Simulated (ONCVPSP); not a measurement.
## Transferability test, ONCV potential for Fe (Z = 26)

Fe, optimised norm-conserving Vanderbilt (ONCV), made with ONCVPSP 4.0.1 (PBE, scalar-relativistic). Core [Ne], reference 3s2 3p6 3d5 (charge +3). Waves: 3s: rc 1.10 bohr, ncon 4, nbas 7, qcut 9.7 1/bohr, 2 projectors, debl 1 Ha; 3p: rc 1.00 bohr, ncon 4, nbas 8, qcut 13.1 1/bohr, 2 projectors, debl 1.3 Ha; 3d: rc 1.45 bohr, ncon 5, nbas 9, qcut 13.1 1/bohr, 2 projectors, debl 2.3 Ha; f scattering state at 0.17 Ha: rc 1.15 bohr, ncon 3, nbas 6, qcut 10.1 1/bohr, 3 projectors, debl 1 Ha. Local part: polynomial inside 0.95 bohr (lpopt 5, dvloc0 1 Ha). Core correction: Teter function, fcfact 5.25, rcfact 1.65.

In the s channel the program set the typed energies aside and used -4.820, 0.250 Ha. In the p channel the program set the typed energies aside and used -3.563, 0.250 Ha.

Energies are relative to the spin-unpolarised reference configuration 3s2 3p6 3d5; without spin polarisation the order of configurations can differ from experiment.

```json
{"valence configuration": "3s2 3p6 3d6 4s2", "charge": "0", "ΔE all-electron (eV)": "-59.155", "error AE − PS (meV)": "+11"}
{"valence configuration": "3s2 3p6 3d6 4s1", "charge": "+1", "ΔE all-electron (eV)": "-50.426", "error AE − PS (meV)": "+16"}
{"valence configuration": "3s2 3p6 3d6.5 4s1.5", "charge": "0", "ΔE all-electron (eV)": "-59.883", "error AE − PS (meV)": "+23"}
```

(1) What are ΔE and the potential's error for 3s2 3p6 3d6?

Levels in the configuration 3s2 3p6 3d6:

| level | all-electron (eV) | pseudo (eV) |
| --- | --- | --- |
| 3s | -112.472 | -112.448 |
| 3p | -78.514 | -78.487 |
| 3d | -25.717 | -25.751 |

Note: no bound ghost flagged; GHOST(+) flagged for f at 75.8 eV.

Results:

(1) ΔE = -34.223 eV all-electron; the error (AE − PS) is +25 meV.
